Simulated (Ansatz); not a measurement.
Species: GaOFH2, charge 0, singlet. GaOFH2 (SMILES [F][GaH][OH]).
B3LYP-D3(BJ)/def2-TZVP minimum from Ansatz (a first-principles code):
```
Ga
F 1 1.7673
O 1 1.7803 2 113.20
H 3 0.9636 1 113.42 2 0.00
H 1 1.5379 2 121.26 4 180.00
```

Atomisation energy term by term, kcal/mol (programs: Ansatz). Radicals and triplets start from unrestricted determinants; spin-orbit coupling is neglected. Cores are frozen in correlated methods (noble-gas shells, and filled d and f shells in the p block). No relativity. CBS(X,Y): correlation extrapolated as X^-3, Hartree-Fock from the larger set (Q,5: extrapolated as (X+1)exp(-9√X)). A bracket is a step between two methods taken in the basis named. Where a partner has so few electrons that a lower coupled-cluster level is exact, that level stands in.

| term | basis | kcal/mol |
|---|---|---|
| Hartree-Fock | CBS(cc-pVQZ,cc-pV5Z) | 263.37 |
| CCSD correlation | CBS(cc-pVQZ,cc-pV5Z) | 117.61 |
| (T) | CBS(cc-pVQZ,cc-pV5Z) | 8.36 |
| CCSDT(Q) - CCSD(T) | cc-pVTZ | 0.17 |
| sum: De |  | 389.5 |

The step beyond CCSD(T) by other levels: CCSDT(Q) in cc-pVDZ 0.81 kcal/mol.
